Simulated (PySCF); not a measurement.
# Ionisation energy along the 12-electron series

Calculated with PySCF 2.14 and a two-component X2C-1e Hamiltonian (Gaussian nucleus, no Breit or QED terms), each ion in its own even-tempered basis scaled to its charge; GMP2 freezes 1s2 and drops the highest virtual spinors. Values in eV. NIST values: (m) measured, (s) semi-empirical, (t) theoretical.

| ion | configuration | GHF (spin-free) | GMP2 (spin-free) | GHF (screened spin-orbit) | GMP2 (screened spin-orbit) | NIST |
| --- | --- | --- | --- | --- | --- | --- |
| Tm⁵⁷⁺ | [Ne] 3s2 | 5905.8 | 5909.2 | 5905.3 | 5909.1 | 5901 ± 6 (t) |
| Yb⁵⁸⁺ | [Ne] 3s2 | 6116.4 | 6119.8 | 6115.9 | 6119.7 | 6111 ± 6 (t) |
| Lu⁵⁹⁺ | [Ne] 3s2 | 6331.3 | 6334.7 | 6330.8 | 6334.6 | 6326 ± 7 (t) |

Between Z = 69 and Z = 71 the GMP2 (screened spin-orbit) value grows as Z to the power 2.43.
